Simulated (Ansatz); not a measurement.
Computed with frozen-core CCSD(T)/cc-pVTZ // PBE-D3(BJ)/def2-TZVP in Ansatz (a first-principles code).

Ansatz 0.2 input:
```yaml
crystal:
  periodic: [false, false, false]
  atoms:
    - { symbol: N, position_ang: [1.792074, 0.203538, -0.095826] }
    - { symbol: Al, position_ang: [0.01625, 0.234945, -0.061436] }
    - { symbol: N, position_ang: [-0.93857, -1.257339, 0.092458] }
    - { symbol: S, position_ang: [-0.975486, 2.196552, -0.224211] }
    - { symbol: H, position_ang: [2.366381, -0.625293, -0.206684] }
    - { symbol: H, position_ang: [2.375201, 1.030604, -0.022821] }
    - { symbol: H, position_ang: [-1.939363, -1.320636, -0.059633] }
    - { symbol: H, position_ang: [-0.556796, -2.172119, 0.310195] }
    - { symbol: H, position_ang: [-2.139689, 1.70975, 0.267958] }
basis:
  gaussian: { orbitals: cc-pVTZ }
correlation:
  method: ccsd_t
```

Output:

```
Functional definition: HF
1148 factors; integrals over basis functions are off by at most 1.0e-3 eV
mean field evaluation 1: about -20443.3361 eV, gradient 4.9e1 eV
mean field evaluation 2: about -20443.4578 eV, gradient 4.9e1 eV
mean field evaluation 4: about -20448.3434 eV, gradient 3.1e0 eV
mean field evaluation 8: about -20448.4004 eV, gradient 2.5e-1 eV
mean field evaluation 16: about -20448.4008 eV, gradient 1.2e-6 eV
mean field -20448.40080739 eV, -751.4648692476 hartree, gradient 1.2e-6 eV, S^2 0.000000; 0 other end points of the search recorded, 0 dependent functions left out
12 core orbitals not correlated
reference -20448.40080739 eV, -751.4648692476 hartree; 12, 12 occupied and 174, 174 virtual orbitals, 1148 factors
second order -18.69217784 eV of doubles, -0.00000000 eV of singles
cycle   1  -19.19879066 eV  change   -5.1e-1 eV  update   8.2e-2
cycle   2  -19.61455328 eV  change   -4.2e-1 eV  update   2.4e-2
cycle   3  -19.68857805 eV  change   -7.4e-2 eV  update   1.1e-2
cycle   4  -19.68151273 eV  change    7.1e-3 eV  update   2.8e-3
cycle   5  -19.68177432 eV  change   -2.6e-4 eV  update   1.3e-3
cycle   6  -19.68161860 eV  change    1.6e-4 eV  update   3.5e-4
cycle   7  -19.68145425 eV  change    1.6e-4 eV  update   1.2e-4
cycle   8  -19.68147029 eV  change   -1.6e-5 eV  update   3.8e-5
cycle   9  -19.68147184 eV  change   -1.5e-6 eV  update   1.2e-5
perturbative correction -0.78333925 eV, -0.0287871863 hartree
Total energy: -20468.86561848 eV, -752.2169371836 hartree
```

Cost: around 70 core-seconds (rough).
